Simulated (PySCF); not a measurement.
A calculated (BP86, PySCF 2.14, def2-TZVP, the non-relativistic Hamiltonian (point nucleus)) atom or ion has these occupied shells.

```tsv
shell	electrons	orbital energy (eV)	rms radius, mean of both spins (bohr)
1s α	1	-8129.6	0.0634
1s β	1	-8129.6	0.0634
2s α	1	-966.68	0.269
2s β	1	-966.13	0.269
2p α	3	-844.45	0.240
2p β	3	-844.04	0.240
3s α	1	-111.84	0.810
3s β	1	-110.70	0.810
3p α	3	-74.638	0.858
3p β	3	-73.527	0.858
3d α	5	-13.713	1.25
3d β	4	-12.811	1.25
```

**Question.** Name the element and its charge.

**Answer.** Ni⁺ (nickel, charge +1), in [Ar] 3d9, 2D determinant.
